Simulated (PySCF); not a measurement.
## MSe for M along the second period

PBE with double-zeta basis sets in PySCF, for the lowest determinant that a PBE0 search found; no spin–orbit coupling. De refers to high-spin ground-configuration atoms. A positive dipole means M(−)Se(+).

```json
{"M": "Li", "basis": "def2-SVP", "state (unpaired electrons)": "doublet (π ↑)", "Re (Å)": "2.276", "ωe (cm⁻¹)": "510", "De (eV)": "2.92", "μ (D)": "-6.49"}
{"M": "Be", "basis": "def2-SVP", "state (unpaired electrons)": "singlet (closed shell)", "Re (Å)": "1.893", "ωe (cm⁻¹)": "829", "De (eV)": "3.22", "μ (D)": "-4.19"}
{"M": "B", "basis": "jorge-DZP-DKH", "state (unpaired electrons)": "doublet (σ ↑)", "Re (Å)": "1.748", "ωe (cm⁻¹)": "965", "De (eV)": "5.48", "μ (D)": "-0.17"}
{"M": "C", "basis": "def2-SVP", "state (unpaired electrons)": "singlet (closed shell)", "Re (Å)": "1.693", "ωe (cm⁻¹)": "1031", "De (eV)": "6.70", "μ (D)": "2.11"}
{"M": "N", "basis": "cc-pVDZ-PP/cc-pVDZ", "state (unpaired electrons)": "doublet (π ↑)", "Re (Å)": "1.680", "ωe (cm⁻¹)": "938", "De (eV)": "4.25", "μ (D)": "2.01"}
{"M": "O", "basis": "def2-SVP", "state (unpaired electrons)": "triplet (π ↑↑)", "Re (Å)": "1.673", "ωe (cm⁻¹)": "880", "De (eV)": "5.18", "μ (D)": "1.98"}
{"M": "F", "basis": "def2-SVP", "state (unpaired electrons)": "doublet (π ↑)", "Re (Å)": "1.777", "ωe (cm⁻¹)": "668", "De (eV)": "3.83", "μ (D)": "1.42"}
```

The shortest bond is that of SeO (1.673 Å), the longest that of LiSe (2.276 Å). CSe is bound most strongly (6.70 eV) and LiSe least (2.92 eV).

The rows differ in basis set, which adds steps of its own.

The state changes along the series, so neighbouring rows are not always alike in their bonding.

Spin–orbit coupling is left out. States were picked by a PBE0 search and need not be the measured ground states.
